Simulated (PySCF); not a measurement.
# Cr¹⁵⁺: ionisation energy

Cr¹⁵⁺ [He] 2s2 2p5 (2P) → Cr¹⁶⁺ [He] 2s2 2p4 (3P), as a difference of total energies. Computed with PySCF 2.14 in an even-tempered Gaussian basis (18 s from 2.4 bohr⁻², ratio 2.2; 11 p from 3.1 bohr⁻², ratio 2.2; 6 d from 18 bohr⁻², ratio 2.4; 5 f from 27 bohr⁻², ratio 2.4; 5 g from 40 bohr⁻², ratio 2.4), with the non-relativistic Hamiltonian (point nucleus). Correlated levels: nothing frozen; virtual orbitals above 40 to 60 times the deepest correlated orbital energy dropped. The calculations carry no spin-orbit coupling.

```
                 method  ionisation energy (eV)
                    UHF                  1093.9
                    LDA                  1094.8
                    PBE                  1095.1
                   PBE0                  1095.3
                 r2SCAN                  1096.3
                   BP86                  1095.6
                  TPSSh                  1095.0
    MP2 (all electrons)                  1095.5
SCS-MP2 (all electrons)                  1095.5
```

A first-order spin-orbit estimate (lowest level to lowest level, LS coupling) adds -0.126 eV.

These non-relativistic numbers lack the scalar-relativistic shift.

For comparison: 1097.2 ± 1.4 eV (semi-empirical (NIST evaluation); NIST Atomic Spectra Database, ionization energies).
